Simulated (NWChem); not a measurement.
# CH₄BFO; SMILES COBF

```xyz
8

B     -0.6473    -0.7469     0.0000
H     -1.7019    -1.3452     0.0000
F      0.5091    -1.4312     0.0000
O     -0.6612     0.6031     0.0000
C      0.5240     1.3938     0.0000
H      1.4423     0.7722     0.0000
H      0.5229     2.0432    -0.8989
H      0.5229     2.0432     0.8989
```
Atoms are numbered in this order, from 1.

All runs: NWChem. Pople sets run with spherical d functions. Geometry: optimised at PBE-D3(BJ)/def2-SVP. Core excitations by TDA in a window of 1s orbitals, non-relativistic and unshifted: absolute energies depend strongly on the exact-exchange share.

For level O K edge, PBE0/6-311G**:

```yaml
first 1s excitation (eV): 521.3
dipole_oscillator_strength_of_the_first: 0.0186
first state with f > 0.002 (eV): 521.3
dipole_oscillator_strength_of_that_state: 0.0186
```

Problem. Estimate the same quantities for level B K edge, BHandHLYP/6-311G**.

Solution. 
| Item | Value |
|---|---|
| first 1s excitation (eV) | 189.3 |
| dipole oscillator strength of the first | 0.0927 |
| first state with f > 0.002 (eV) | 189.3 |
| dipole oscillator strength of that state | 0.0927 |
